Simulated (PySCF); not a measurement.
ClFZn. Atoms are numbered in the order given.

```xyz
3

Zn     0.0000     0.0000    -0.3480
F      0.0000     0.0000    -2.0819
Cl     0.0000     0.0000     1.7163
```

Geometry: r2SCAN-D4/def2-TZVP.

Level of theory: C-PCM-PBE0/def2-SVP run with PySCF.

The values are the electrostatic part of the solvation free energy, E(continuum) − E(gas) at the gas-phase geometry, in a cavity of scaled van der Waals radii (PySCF's table); cavitation and dispersion terms are not included. A continuum can't describe solvent molecules that bind to the metal. In vacuum the orbital gap is 7.56 eV. The dipole moment in vacuum is 0.37 D.

| solvent | ε | ΔG(elec) (kcal/mol) | dipole (D) | gap (eV) |
|---|---|---|---|---|
| water | 78.36 | -22.0 | 0.15 | 8.17 |
| dichloromethane | 8.93 | [?] | [?] | [?] |
| n-hexane | 1.88 | -9.5 | 0.16 | 7.81 |

**Question.** Complete the blanks. (An estimate is asked for; the answer gives what the named calculation found.)

**Answer.** 
- dichloromethane, ΔG(elec) (kcal/mol): -19.4
- dichloromethane, dipole (D): 0.08
- dichloromethane, gap (eV): 8.09
